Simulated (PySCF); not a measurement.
**Electric field gradients and quadrupole coupling constants**

Species: CH10FNSi3.
Cartesian coordinates in Å at the GFN2-xTB level; atoms count from 1:
```
atom  x, y, z in Å
C1     2.2565   -0.4930    0.5425
Si2    0.9286    0.0320   -0.6938
F3     1.2987    1.5259   -1.1873
N4    -0.6474    0.1129    0.0227
Si5   -1.3147   -1.3176    0.7640
Si6   -1.4725    1.6553    0.1012
H7     2.0521   -1.4805    0.9434
H8     2.3069    0.2003    1.3786
H9     3.2366   -0.5179    0.0759
H10    0.8983   -0.7369   -1.9314
H11   -0.6187   -2.4686    0.1863
H12   -1.0972   -1.2720    2.2147
H13   -2.7422   -1.3674    0.4550
H14   -2.7902    1.3886    0.6757
H15   -1.5845    2.1824   -1.2571
H16   -0.7180    2.5655    0.9658
```

Field gradients from the PBE0/pcSseg-1 density (PySCF, non-relativistic), principal values in atomic units, ordered |Vxx| ≤ |Vyy| ≤ |Vzz|:

| atom | Vxx | Vyy | Vzz |
| --- | --- | --- | --- |
| N4 | 0.2652 | 0.3466 | -0.6118 |

Q: Find the asymmetry η = (Vxx − Vyy)/Vzz and the couplings χ = eQV/h (234.96 MHz × Q in barn × V in au), with Q(14N) = 0.02044 b.

A: 
```json
{"atom": "N4", "environment": "nitrogen bridging silicon atoms", "nucleus": "14N", "η": "0.13", "χzz (MHz)": "-2.938", "χxx (MHz)": "1.274", "χyy (MHz)": "1.664"}
```

The tensor is traceless: Vxx + Vyy + Vzz = 0.

Q: What is Vzz at N4 in SI units (1 au = 9.71736 × 10²¹ V/m²)?

A: -0.6118 au = -5.945 × 10²¹ V/m².

Were the hydrogens deuterons (Q(2H) = 0.00286 b), χzz would run from 106 kHz (H12) to 219 kHz (H7 and H9).

One conformer (not necessarily the lowest) at the GFN2-xTB geometry, without solvent, vibrations or thermal averaging. GFN2-xTB bond lengths can be off by several hundredths of an ångström, more for odd bonds, and the gradients follow them. A larger basis could move these couplings by a tenth or more.

These values come from a run that also computed NMR shieldings. On an Arm Neoverse N1 with one thread, no GPU, shared host, this took 53 s of wall time (grids of density and orbitals included) and 0.81 GiB of memory at its peak.
